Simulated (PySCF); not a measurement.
# Correlation energy of Si⁺ (silicon, charge +1)

[Ne] 3s2 3p1, 2P determinant. All numbers are calculated (PySCF 2.14, scalar relativity by spin-free X2C-1e, in dyall-acv3z (19s12p6d4f, 113 functions)). Frozen: [Ne]; 3 electrons correlated; the 23 highest virtual orbitals of each spin left out.

```tsv
level	correlation energy (mhartree)
CCSD	-59.41
(T)	-1.14
CCSD(T)	-60.55
```

Diagnostics: T1 = 0.015, D1 = 0.0326, largest double amplitude 0.104.

Cost of the coupled-cluster step: of the order of 7 core-seconds, for 3 correlated electrons.

Iterations:

```
CC2 = 0
CCSD nocc = (np.int64(2), np.int64(1)), nmo = (85, 85)
frozen orbitals [[0, 1, 2, 3, 4, 90, 91, 92, 93, 94, 95, 96, 97, 98, 99, 100, 101, 102, 103, 104, 105, 106, 107, 108, 109, 110, 111, 112], [0, 1, 2, 3, 4, 90, 91, 92, 93, 94, 95, 96, 97, 98, 99, 100, 101, 102, 103, 104, 105, 106, 107, 108, 109, 110, 111, 112]]
max_cycle = 100
direct = 0
conv_tol = 1e-08
conv_tol_normt = 1e-06
diis_space = 8
diis_start_cycle = 0
Init t2, MP2 energy = -0.0427333902625454
Init E_corr(UCCSD) = -0.0427333902631367
cycle = 1  E_corr(UCCSD) = -0.0528350776991831  dE = -0.0101016874  norm(t1,t2) = 0.0543511
cycle = 2  E_corr(UCCSD) = -0.0565141215541933  dE = -0.00367904386  norm(t1,t2) = 0.0244497
cycle = 3  E_corr(UCCSD) = -0.0594088804364045  dE = -0.00289475888  norm(t1,t2) = 0.0119756
cycle = 4  E_corr(UCCSD) = -0.0593908182275188  dE = 1.80622089e-05  norm(t1,t2) = 0.00163679
cycle = 5  E_corr(UCCSD) = -0.0594193127884668  dE = -2.84945609e-05  norm(t1,t2) = 0.000235668
cycle = 6  E_corr(UCCSD) = -0.0594108887051814  dE = 8.42408329e-06  norm(t1,t2) = 4.65449e-05
cycle = 7  E_corr(UCCSD) = -0.0594130970159133  dE = -2.20831073e-06  norm(t1,t2) = 1.39343e-05
cycle = 8  E_corr(UCCSD) = -0.0594130151328009  dE = 8.18831124e-08  norm(t1,t2) = 3.80737e-06
cycle = 9  E_corr(UCCSD) = -0.0594128400481563  dE = 1.75084645e-07  norm(t1,t2) = 7.3555e-07
cycle = 10  E_corr(UCCSD) = -0.0594128898633152  dE = -4.98151589e-08  norm(t1,t2) = 2.07862e-07
cycle = 11  E_corr(UCCSD) = -0.059412888682475  dE = 1.18084022e-09  norm(t1,t2) = 3.5872e-08
UCCSD converged
E(UCCSD) = -289.242462156873  E_corr = -0.05941288868247496
UCCSD(T) correction = -0.00114070198896566
```
